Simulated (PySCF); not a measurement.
**A small calculation by hand: chemical shift, span and skew from a shielding tensor**

C₅H₇N, SMILES C=C1C=NCC1. Atoms are numbered in the order given.

```xyz
13

C      0.0332    -2.1540     0.0000
C      0.0309    -0.8158     0.0000
C     -1.1629     0.0414     0.0000
N     -0.9417     1.2972     0.0000
C      0.4952     1.5234     0.0000
C      1.1944     0.1463     0.0000
H      0.9614    -2.7311     0.0000
H     -0.9059    -2.7140     0.0000
H     -2.1852    -0.3581     0.0000
H      0.7551     2.1363    -0.8793
H      0.7551     2.1363     0.8793
H      1.8333     0.0010     0.8846
H      1.8333     0.0010    -0.8846
```
Charge 0, spin multiplicity 1.

Coordinates come from a PBE0-D3(BJ)/def2-SVP optimisation. The values are those of a single conformer.

GIAO shieldings from HF/pcSseg-1 (PySCF), non-relativistic, no solvent. The symmetric part of the tensor of C1 has the principal values -46.0, 97.3, 171.8 ppm. The same nucleus in TMS has σ = 192.6 ppm at this level (PySCF, at its B3LYP-D3(BJ)/def2-TZVP geometry).

### Question
Work out the isotropic shielding, the ¹³C shift against TMS, the span and the skew.

### Answer

σ(iso) = (σ11 + σ22 + σ33)/3 = 74.4 ppm. δ = σ(ref) − σ(iso) = 192.6 − (74.4) = 118.2 ppm.
Span Ω = σ33 − σ11 = 217.8 ppm. Skew κ = 3(σ(iso) − σ22)/Ω = -0.32. Tumbling in solution averages the tensor to δ; in a static solid the shielding alone would spread this spin-1/2 line over Ω.
